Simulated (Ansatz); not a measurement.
Gas-phase electronic energies from Ansatz, PBE0-D4/def2-TZVP geometries. CCSD(T)/CBS is the MP2 limit (def2-TZVPP, def2-QZVPP) plus CCSD(T) − MP2 in def2-TZVPP, frozen cores. This one scheme is used for every species. For Br outer-core shells are correlated without core-valence functions, which leaves a few kJ/mol of doubt a bond. Scalar relativity is left out up to krypton.

Reaction (ligand exchange at the Si–Br bond): `F[Si](F)(F)Br` + H–F → `F[Si](F)(F)F` + HBr

`F[Si](F)(F)Br`:

```xyz
5

F    -1.447   -0.695   -0.039
Si   -0.007   -0.077   -0.066
F     0.288    0.420   -1.523
F     1.021   -1.206    0.288
Br    0.145    1.558    1.340
```

H–F:

Cartesian coordinates in Å:
```
F -0.412 -0.108 -0.173
H 0.412 0.108 0.173
```

`F[Si](F)(F)F`:

Cartesian coordinates in Å:
```
F 0.923 0.070 -1.258
Si 0.000 0.000 0.000
F 0.737 0.635 1.222
F -0.340 -1.492 0.314
F -1.320 0.786 -0.279
```

HBr:

Cartesian coordinates in Å:
```
Br 0.429 -0.561 -0.076
H -0.429 0.561 0.076
```

```json
{"species": "`F[Si](F)(F)Br`", "SCS-MP2/def2-QZVPP energy (Eh)": "-3161.60784"}
{"species": "H–F", "SCS-MP2/def2-QZVPP energy (Eh)": "-100.36288"}
{"species": "`F[Si](F)(F)F`", "SCS-MP2/def2-QZVPP energy (Eh)": "-688.39377"}
{"species": "HBr", "SCS-MP2/def2-QZVPP energy (Eh)": "-2573.60185"}
```

Task: Work out ΔE.

Result: ΔE = (-688.39377) + (-2573.60185) − (-3161.60784) − (-100.36288) = -0.02490 Eh = -15.6 kcal/mol. CCSD(T)/CBS gives -14.5 kcal/mol.

Task: What do rigid-rotor, harmonic-oscillator terms from PBE0-D4/def2-TZVP frequencies (298.15 K, 1 bar) make of the CCSD(T)/CBS value? (Estimate.)

Result: The calculation gave: ΔZPE = -0.9 kcal/mol, ΔH = -15.8 kcal/mol, ΔS = -11 J/(mol·K), ΔG = -15.0 kcal/mol.

Largest T1 diagnostic among the species: 0.011.

From BLYP to BHLYP (50 % exact exchange), in def2-TZVPP and without D4, ΔE moves by −1.3 kcal/mol. The D4 term adds +1.7 kcal/mol with B3LYP and +0.9 kcal/mol with PBE0; it sums over pairs of atoms, weighted by their polarisabilities, and B3LYP, whose exchange is more repulsive, gets the larger term.

B3LYP here is the variant with VWN-RPA as its local correlation; programs differ in this.
